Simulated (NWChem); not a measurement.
System: CCuFO; SMILES [F][Cu]<-[C-]#[O+]

```xyz
4

Cu     0.0000     0.0000     0.3557
F      0.0000     0.0000     2.0961
O      0.0000     0.0000    -2.5615
C      0.0000     0.0000    -1.4305
```
Atoms are numbered in this order, from 1.

Level: PBE0/def2-SVP (NWChem), optimised geometry, unscaled harmonic frequencies. 

Q: List the harmonic frequencies with IR intensities, and the thermochemistry.

A: 
```tsv
frequency (cm⁻¹)	IR intensity (km/mol)
97	14.5
98	14.5
384	0.0
384	0.0
429	26.0
682	33.6
2273	462.7
```

```yaml
zero_point_energy: 6.2 kcal/mol
thermal correction to the enthalpy at 298.15 K (with zero-point energy): 9.9 kcal/mol
heat capacity Cv: 14.1 cal/(mol K)
entropy at 298.15 K and 1 atm (symmetry number 1): 67.9 cal/(mol K)
dipole_moment: 4.47 D
```

Rigid rotor and harmonic oscillator; modes under 100 cm⁻¹ make the entropy uncertain.
